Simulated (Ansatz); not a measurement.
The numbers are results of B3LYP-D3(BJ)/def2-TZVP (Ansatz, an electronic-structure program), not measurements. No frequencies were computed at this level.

Ansatz 0.2 input:
```yaml
crystal:
  periodic: [false, false, false]
  atoms:
    - { symbol: C, position_ang: [-1.736452, 0.083123, -0.182463] }
    - { symbol: C, position_ang: [-0.253449, 0.155635, -0.02812] }
    - { symbol: Si, position_ang: [0.720444, -1.47364, 0.065932] }
    - { symbol: C, position_ang: [0.360379, 1.343151, 0.053515] }
    - { symbol: C, position_ang: [1.750085, 1.476042, 0.203766] }
    - { symbol: N, position_ang: [2.883795, 1.609513, 0.329496] }
    - { symbol: H, position_ang: [-2.165867, -0.49863, 0.632845] }
    - { symbol: H, position_ang: [-2.195776, 1.070722, -0.191661] }
    - { symbol: H, position_ang: [-1.986219, -0.430089, -1.110652] }
    - { symbol: H, position_ang: [1.125107, -1.682663, 1.456111] }
    - { symbol: H, position_ang: [1.871877, -1.401771, -0.827725] }
    - { symbol: H, position_ang: [-0.19517, -2.536548, -0.357273] }
    - { symbol: H, position_ang: [-0.183582, 2.28192, 0.008972] }
basis:
  gaussian: { orbitals: def2-tzvp }
hamiltonian:
  xc: b3lyp
  dispersion: d3bj
relax:
  max_steps: 150
```

Output:

```
[...]
reference -13631.73478651 eV, -500.9570134826 hartree; 26, 26 occupied and 208, 208 virtual orbitals, 1444 factors
relax step  12: F+E_penalty+E_count = -13632.30137147 eV  Δ(F+E_penalty+E_count) = -5.171e-4 eV  max|allowed force component| = 7.477e-2 eV/Å  Δτ_max = 0.0257 Å  (34 SCF iters, accepted)
these checks for a lower state are left out or cut short: starts, cluster_reference, orbital_swaps, neighbouring_geometries, increment
1444 factors; their error is unknown
mean field -13631.73604937 eV, -500.9570598917 hartree, gradient 1.6e-5 eV, S^2 0.000000; 0 other end points of the search recorded, 0 dependent functions left out
reference -13631.73634921 eV, -500.9570709105 hartree; 26, 26 occupied and 208, 208 virtual orbitals, 1444 factors
relax step  13: F+E_penalty+E_count = -13632.30079486 eV  Δ(F+E_penalty+E_count) = +5.766e-4 eV  max|allowed force component| = 2.079e-1 eV/Å  Δτ_max = 0.1881 Å  (32 SCF iters, rejected (line search))
these checks for a lower state are left out or cut short: starts, cluster_reference, orbital_swaps, neighbouring_geometries, increment
1444 factors; their error is unknown
mean field -13631.73722726 eV, -500.9571031783 hartree, gradient 2.2e-5 eV, S^2 0.000000; 0 other end points of the search recorded, 0 dependent functions left out
reference -13631.73752776 eV, -500.9571142215 hartree; 26, 26 occupied and 208, 208 virtual orbitals, 1444 factors
relax step  14: F+E_penalty+E_count = -13632.30308977 eV  Δ(F+E_penalty+E_count) = -1.718e-3 eV  max|allowed force component| = 5.965e-2 eV/Å  Δτ_max = 0.0917 Å  (33 SCF iters, accepted)
these checks for a lower state are left out or cut short: starts, cluster_reference, orbital_swaps, neighbouring_geometries, increment
1444 factors; their error is unknown
mean field -13631.73907987 eV, -500.9571712605 hartree, gradient 2.2e-5 eV, S^2 0.000000; 0 other end points of the search recorded, 0 dependent functions left out
reference -13631.73937946 eV, -500.9571822703 hartree; 26, 26 occupied and 208, 208 virtual orbitals, 1444 factors
relax step  15: F+E_penalty+E_count = -13632.30391564 eV  Δ(F+E_penalty+E_count) = -8.259e-4 eV  max|allowed force component| = 9.324e-2 eV/Å  Δτ_max = 0.0975 Å  (32 SCF iters, accepted)
these checks for a lower state are left out or cut short: starts, cluster_reference, orbital_swaps, neighbouring_geometries, increment
1444 factors; their error is unknown
mean field -13631.74001394 eV, -500.9572055872 hartree, gradient 2.2e-5 eV, S^2 0.000000; 0 other end points of the search recorded, 0 dependent functions left out
reference -13631.74031295 eV, -500.9572165754 hartree; 26, 26 occupied and 208, 208 virtual orbitals, 1444 factors
relax step  16: F+E_penalty+E_count = -13632.30488027 eV  Δ(F+E_penalty+E_count) = -9.646e-4 eV  max|allowed force component| = 1.141e-1 eV/Å  Δτ_max = 0.0462 Å  (34 SCF iters, accepted)
these checks for a lower state are left out or cut short: starts, cluster_reference, orbital_swaps, neighbouring_geometries, increment
1444 factors; their error is unknown
mean field evaluation 128: about -13631.7411 eV, gradient 2.6e-4 eV
mean field -13631.74110143 eV, -500.9572455517 hartree, gradient 2.2e-5 eV, S^2 0.000000; 0 other end points of the search recorded, 0 dependent functions left out
reference -13631.74140007 eV, -500.9572565265 hartree; 26, 26 occupied and 208, 208 virtual orbitals, 1444 factors
relax step  17: F+E_penalty+E_count = -13632.30596248 eV  Δ(F+E_penalty+E_count) = -1.082e-3 eV  max|allowed force component| = 7.692e-2 eV/Å  Δτ_max = 0.0268 Å  (34 SCF iters, accepted)
these checks for a lower state are left out or cut short: starts, cluster_reference, orbital_swaps, neighbouring_geometries, increment
1444 factors; their error is unknown
mean field -13631.74301226 eV, -500.9573157733 hartree, gradient 2.1e-5 eV, S^2 0.000000; 0 other end points of the search recorded, 0 dependent functions left out
reference -13631.74331057 eV, -500.9573267361 hartree; 26, 26 occupied and 208, 208 virtual orbitals, 1444 factors
relax step  18: F+E_penalty+E_count = -13632.30812576 eV  Δ(F+E_penalty+E_count) = -2.163e-3 eV  max|allowed force component| = 5.218e-2 eV/Å  Δτ_max = 0.0977 Å  (32 SCF iters, accepted)
these checks for a lower state are left out or cut short: starts, cluster_reference, orbital_swaps, neighbouring_geometries, increment
1444 factors; their error is unknown
mean field -13631.74396150 eV, -500.9573506573 hartree, gradient 2.2e-5 eV, S^2 0.000000; 0 other end points of the search recorded, 0 dependent functions left out
reference -13631.74426085 eV, -500.9573616582 hartree; 26, 26 occupied and 208, 208 virtual orbitals, 1444 factors
relax step  19: F+E_penalty+E_count = -13632.30868943 eV  Δ(F+E_penalty+E_count) = -5.637e-4 eV  max|allowed force component| = 1.428e-1 eV/Å  Δτ_max = 0.1394 Å  (33 SCF iters, accepted)
these checks for a lower state are left out or cut short: starts, cluster_reference, orbital_swaps, neighbouring_geometries, increment
1444 factors; their error is unknown
mean field -13631.74534067 eV, -500.9574013407 hartree, gradient 2.3e-5 eV, S^2 0.000000; 0 other end points of the search recorded, 0 dependent functions left out
reference -13631.74563982 eV, -500.9574123345 hartree; 26, 26 occupied and 208, 208 virtual orbitals, 1444 factors
relax step  20: F+E_penalty+E_count = -13632.31004062 eV  Δ(F+E_penalty+E_count) = -1.351e-3 eV  max|allowed force component| = 6.041e-2 eV/Å  Δτ_max = 0.0202 Å  (34 SCF iters, accepted)
these checks for a lower state are left out or cut short: starts, cluster_reference, orbital_swaps, neighbouring_geometries, increment
1444 factors; their error is unknown
mean field -13631.74618072 eV, -500.9574322119 hartree, gradient 2.3e-5 eV, S^2 0.000000; 0 other end points of the search recorded, 0 dependent functions left out
reference -13631.74648005 eV, -500.9574432122 hartree; 26, 26 occupied and 208, 208 virtual orbitals, 1444 factors
relax step  21: F+E_penalty+E_count = -13632.31091470 eV  Δ(F+E_penalty+E_count) = -8.741e-4 eV  max|allowed force component| = 3.166e-2 eV/Å  Δτ_max = 0.0400 Å  (33 SCF iters, accepted)
these checks for a lower state are left out or cut short: starts, cluster_reference, orbital_swaps, neighbouring_geometries, increment
1444 factors; their error is unknown
mean field evaluation 160: about -13631.6654 eV, gradient 4.2e0 eV
mean field -13631.74772526 eV, -500.9574889728 hartree, gradient 2.1e-5 eV, S^2 0.000000; 0 other end points of the search recorded, 0 dependent functions left out
reference -13631.74802408 eV, -500.9574999542 hartree; 26, 26 occupied and 208, 208 virtual orbitals, 1444 factors
relax step  22: F+E_penalty+E_count = -13632.31193708 eV  Δ(F+E_penalty+E_count) = -1.022e-3 eV  max|allowed force component| = 7.122e-2 eV/Å  Δτ_max = 0.1311 Å  (32 SCF iters, accepted)
these checks for a lower state are left out or cut short: starts, cluster_reference, orbital_swaps, neighbouring_geometries, increment
1444 factors; their error is unknown
mean field -13631.74840074 eV, -500.9575137963 hartree, gradient 2.3e-5 eV, S^2 0.000000; 0 other end points of the search recorded, 0 dependent functions left out
reference -13631.74869861 eV, -500.9575247426 hartree; 26, 26 occupied and 208, 208 virtual orbitals, 1444 factors
relax step  23: F+E_penalty+E_count = -13632.31242540 eV  Δ(F+E_penalty+E_count) = -4.883e-4 eV  max|allowed force component| = 6.908e-2 eV/Å  Δτ_max = 0.0695 Å  (32 SCF iters, accepted)
these checks for a lower state are left out or cut short: starts, cluster_reference, orbital_swaps, neighbouring_geometries, increment
1444 factors; their error is unknown
mean field -13631.74870765 eV, -500.9575250749 hartree, gradient 2.3e-5 eV, S^2 0.000000; 0 other end points of the search recorded, 0 dependent functions left out
reference -13631.74900560 eV, -500.9575360243 hartree; 26, 26 occupied and 208, 208 virtual orbitals, 1444 factors
relax step  24: F+E_penalty+E_count = -13632.31284306 eV  Δ(F+E_penalty+E_count) = -4.177e-4 eV  max|allowed force component| = 3.458e-2 eV/Å  Δτ_max = 0.0118 Å  (34 SCF iters, accepted)
these checks for a lower state are left out or cut short: starts, cluster_reference, orbital_swaps, neighbouring_geometries, increment
1444 factors; their error is unknown
mean field -13631.74880608 eV, -500.9575286922 hartree, gradient 2.3e-5 eV, S^2 0.000000; 0 other end points of the search recorded, 0 dependent functions left out
reference -13631.74910373 eV, -500.9575396306 hartree; 26, 26 occupied and 208, 208 virtual orbitals, 1444 factors
relax step  25: F+E_penalty+E_count = -13632.31303291 eV  Δ(F+E_penalty+E_count) = -1.899e-4 eV  max|allowed force component| = 1.636e-2 eV/Å  Δτ_max = 0.0177 Å  (34 SCF iters, accepted)
these checks for a lower state are left out or cut short: starts, cluster_reference, orbital_swaps, neighbouring_geometries, increment
1444 factors; their error is unknown
mean field evaluation 192: about -13631.7490 eV, gradient 6.5e-3 eV
mean field -13631.74902286 eV, -500.9575366588 hartree, gradient 2.3e-5 eV, S^2 0.000000; 0 other end points of the search recorded, 0 dependent functions left out
reference -13631.74932017 eV, -500.9575475848 hartree; 26, 26 occupied and 208, 208 virtual orbitals, 1444 factors
relax step  26: F+E_penalty+E_count = -13632.31313083 eV  Δ(F+E_penalty+E_count) = -9.792e-5 eV  max|allowed force component| = 7.882e-3 eV/Å  Δτ_max = 0.0247 Å  (35 SCF iters, accepted)
these checks for a lower state are left out or cut short: starts, cluster_reference, orbital_swaps, neighbouring_geometries, increment
1444 factors; their error is unknown
mean field -13631.74914080 eV, -500.9575409929 hartree, gradient 2.3e-5 eV, S^2 0.000000; 0 other end points of the search recorded, 0 dependent functions left out
reference -13631.74943778 eV, -500.9575519067 hartree; 26, 26 occupied and 208, 208 virtual orbitals, 1444 factors
relax step  27: F+E_penalty+E_count = -13632.31318192 eV  Δ(F+E_penalty+E_count) = -5.109e-5 eV  max|allowed force component| = 1.261e-2 eV/Å  Δτ_max = 0.0361 Å  (34 SCF iters, accepted)
these checks for a lower state are left out or cut short: starts, cluster_reference, orbital_swaps, neighbouring_geometries, increment
1444 factors; their error is unknown
mean field -13631.74912684 eV, -500.9575404798 hartree, gradient 2.3e-5 eV, S^2 0.000000; 0 other end points of the search recorded, 0 dependent functions left out
reference -13631.74942379 eV, -500.9575513927 hartree; 26, 26 occupied and 208, 208 virtual orbitals, 1444 factors
relax step  28: F+E_penalty+E_count = -13632.31319496 eV  Δ(F+E_penalty+E_count) = -1.303e-5 eV  max|allowed force component| = 1.160e-2 eV/Å  Δτ_max = 0.0010 Å  (35 SCF iters, accepted)
these checks for a lower state are left out or cut short: starts, cluster_reference, orbital_swaps, neighbouring_geometries, increment
1444 factors; their error is unknown
mean field -13631.74897849 eV, -500.9575350282 hartree, gradient 2.3e-5 eV, S^2 0.000000; 0 other end points of the search recorded, 0 dependent functions left out
reference -13631.74927538 eV, -500.9575459388 hartree; 26, 26 occupied and 208, 208 virtual orbitals, 1444 factors
relax step  29: F+E_penalty+E_count = -13632.31317734 eV  Δ(F+E_penalty+E_count) = +1.761e-5 eV  max|allowed force component| = 4.485e-2 eV/Å  Δτ_max = 0.0061 Å  (36 SCF iters, rejected (line search))
these checks for a lower state are left out or cut short: starts, cluster_reference, orbital_swaps, neighbouring_geometries, increment
1444 factors; their error is unknown
mean field -13631.74907340 eV, -500.9575385161 hartree, gradient 2.3e-5 eV, S^2 0.000000; 0 other end points of the search recorded, 0 dependent functions left out
reference -13631.74937030 eV, -500.9575494271 hartree; 26, 26 occupied and 208, 208 virtual orbitals, 1444 factors
relax step  30: F+E_penalty+E_count = -13632.31321469 eV  Δ(F+E_penalty+E_count) = -1.974e-5 eV  max|allowed force component| = 5.223e-3 eV/Å  Δτ_max = 0.0029 Å  (36 SCF iters, accepted)
1444 factors; their error is unknown
mean field evaluation 224: about -13631.7293 eV, gradient 2.5e-4 eV
mean field -13631.74907340 eV, -500.9575385161 hartree, gradient 2.3e-5 eV, S^2 0.000000; 1 other end points of the search recorded, 0 dependent functions left out
reference -13631.74937030 eV, -500.9575494271 hartree; 26, 26 occupied and 208, 208 virtual orbitals, 1444 factors
Total energy: -13632.31351160 eV, -500.9782812372 hartree
Atom 0 at    -1.725238     0.081279    -0.002825 Å, force     0.000645    -0.000600     0.000724 eV/Å
Atom 1 at    -0.224222     0.153041    -0.004535 Å, force     0.002944     0.005223    -0.001789 eV/Å
Atom 2 at     0.693893    -1.491185     0.081355 Å, force    -0.000337     0.001140     0.000433 eV/Å
Atom 3 at     0.385829     1.346643    -0.064718 Å, force    -0.002355    -0.004937     0.003743 eV/Å
Atom 4 at     1.796340     1.544292    -0.072685 Å, force     0.000147     0.004191    -0.001200 eV/Å
Atom 5 at     2.931096     1.749145    -0.081260 Å, force    -0.000667    -0.002303     0.000260 eV/Å
Atom 6 at    -2.087032    -0.423429     0.897307 Å, force    -0.000352    -0.000142     0.000808 eV/Å
Atom 7 at    -2.182009     1.070976    -0.049976 Å, force     0.000026     0.000642    -0.000390 eV/Å
Atom 8 at    -2.084628    -0.505789    -0.852550 Å, force    -0.000434    -0.000611    -0.000626 eV/Å
Atom 9 at     0.274515    -2.178851     1.325072 Å, force    -0.001424    -0.001419     0.002086 eV/Å
Atom 10 at     2.154808    -1.299421     0.061395 Å, force     0.002499     0.000964    -0.000224 eV/Å
Atom 11 at     0.259073    -2.312813    -1.072517 Å, force    -0.001265    -0.000981    -0.002310 eV/Å
Atom 12 at    -0.197253     2.262877    -0.111321 Å, force     0.000571    -0.001167    -0.001517 eV/Å
Dipole moment:    -0.895379    -0.233404     0.010347 e Å
```

Cost: roughly 8 core-minutes.
